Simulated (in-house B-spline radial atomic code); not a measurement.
Computed with a B-spline radial atomic code. Model: two electrons, singlet ground state, non-relativistic, full CI in B-splines with partial waves to l = 8 (at full coupling up to 3e-4 hartree above the limit, correlation up to 0.6 % small), density held at that of full coupling by Lieb maximisation.

Along the adiabatic connection the electron repulsion is scaled by a coupling λ while a local potential keeps the density fixed. At λ = 0 the system is the Kohn-Sham one and W equals the exchange energy; the exchange-correlation energy is the area under W between 0 and 1. The kinetic energy rises with λ as the electrons avoid each other, with dT/dλ = −λ dW/dλ.

Command:
```bash
python run_ac.py task.json out
```
Settings (lengths in bohr, energies in hartree):
```
potential              coulomb
strength               0.989
lmax                   8
wall_radius            2.47
```

Time taken, with all properties: 3.1 s on 1 thread of Intel(R) Xeon(R) Processor @ 2.30GHz (shared host).

**W = mean repulsion less Hartree energy, and W of three functionals.**

Given: confinement point charge; nuclear charge 0.989; hard wall radius 2.47 bohr; external potential -Z/r.

Computed: PBE exchange minus exact 35.077 millihartree; SCAN exchange minus exact 1.5453 millihartree.

| coupling | W xc (hartree) | W xc minus exchange (millihartree) | kinetic minus Kohn-Sham (millihartree) | LDA (PW92) W minus its exchange (millihartree) | PBE W minus its exchange (millihartree) | SCAN W minus its exchange (millihartree) |
| --- | --- | --- | --- | --- | --- | --- |
| 0 | -0.82364 | 0 | 0 | 0 | 0 | 0 |
| 0.02 | -0.82558 | -1.936 | 0.02 | -11.52 | -2.7 | -1.91 |
| 0.05 | -0.82844 | -4.797 | 0.12 | -23.4 | -6.7 | -4.69 |
| 0.12 | ? | ? | ? | ? | ? | ? |
| 0.25 | -0.84628 | -22.64 | 2.76 | -73.15 | -31.36 | -21.76 |
| 0.4 | -0.85839 | -34.747 | 6.68 | -98.76 | -47.55 | -33.27 |
| 0.6 | ? | ? | ? | ? | ? | ? |
| 0.8 | -0.88623 | -62.587 | 23.19 | -148.52 | -83.53 | -59.92 |
| 1 | -0.89813 | -74.489 | 33.88 | -167.67 | -98.56 | -71.48 |
| 1.4 | -0.91875 | -95.107 | 58.5 | -199.17 | -124.36 | -91.87 |
| 2 | -0.94356 | -119.91 | 100.35 | -235.44 | -155.38 | -117.12 |
| 3 | -0.97395 | -150.31 | 175.42 | -278.99 | -194 | -149.27 |
| 4.5 | -1.0046 | -180.91 | 288.54 | -323.22 | -234.34 | -182.92 |
| 7 | -1.0358 | -212.18 | 464.77 | -370.15 | -277.99 | -218 |
| 10 | -1.0584 | -234.76 | 654.08 | -405.9 | -311.68 | -242.91 |

(1) What belongs in the row 0.12?

(2) What belongs in the row 0.6?

(3) What is the LDA exchange minus exact?

**Energy parts, natural occupations and partial-wave weights.**

Computed: total energy 0.1902 hartree; exchange energy -0.82364 hartree; correlation energy -0.040607 hartree; kinetic part of the DFT correlation energy 0.033882 hartree; kinetic part over minus potential part 0.45486; Kohn-Sham kinetic 1.8081 hartree; Lieb Oxford ratio E_xc over LDA exchange 1.2262.

| natural | occupation of the shell (electrons) |
| --- | --- |
| s | 1.9775 |
| p | 0.019422 |
| s | ? |
| d | 0.00069144 |
| p | 0.00018402 |
| f | 8.4563e-05 |

(4) What belongs in the row s?

| wave | weight |
| --- | --- |
| s | 0.98977 |
| p | 0.0098079 |
| d | ? |
| f | 4.6506e-05 |
| g | 1.0533e-05 |

(5) What belongs in the row d?

(6) What is the initial slope twice GL2?

(7) What is the Hartree energy?

## Answers

(1) W xc (hartree): -0.83492; W xc minus exchange (millihartree): -11.279; kinetic minus Kohn-Sham (millihartree): 0.67; LDA (PW92) W minus its exchange (millihartree): -44.34; PBE W minus its exchange (millihartree): -15.76; SCAN W minus its exchange (millihartree): -10.93.

(2) W xc (hartree): -0.87305; W xc minus exchange (millihartree): -49.407; kinetic minus Kohn-Sham (millihartree): 13.99; LDA (PW92) W minus its exchange (millihartree): -126.07; PBE W minus its exchange (millihartree): -66.67; SCAN W minus its exchange (millihartree): -47.25.

(3) 118.81 millihartree.

(4) occupation of the shell (electrons): 0.0020481.

(5) weight: 0.0003633.

(6) -0.097355 hartree.

(7) 1.6473 hartree.

Half-way to full coupling W has made 56 % of its drop, against 50 % for a straight line, and second-order (GL2) theory, half the initial slope, overshoots the correlation energy by about 20 %: a moderate bend, as in light atoms. Over couplings 0 to 1 the errors in E_xc come to about +54 millihartree for LDA, +21 millihartree for PBE, +3.2 millihartree for SCAN, so SCAN is nearest. In LDA and PBE the errors of exchange and correlation have opposite signs, so the sum is smaller than the larger of the two.
